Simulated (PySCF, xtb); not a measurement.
H7Si3, SMILES [SiH3][SiH][SiH3], multiplicity 2.

Harmonic wavenumbers (cm⁻¹) from GFN2-xTB run with xtb at its own minimum, in rising order: 61, 63, 90, 281, 373, 403, 418, 429, 475, 539, 598, 766, 801, 806, 818, 843, 848, 2076, 2158, 2165, 2195, 2196, 2204, 2212.

Problem. What does B3LYP-D3(BJ)/def2-SVP (PySCF 2.14.0) give at its own minimum? (Estimate from the structure and the level; the computed values follow.)

Solution. 72, 76, 92, 314, 375, 438, 463, 486, 551, 579, 718, 868, 898, 937, 942, 943, 945, 2182, 2187, 2191, 2212, 2214, 2219, 2222. Paired by order, the mean absolute difference is 55 cm⁻¹ and the zero-point energies are 34.0 and 35.9 kcal/mol.
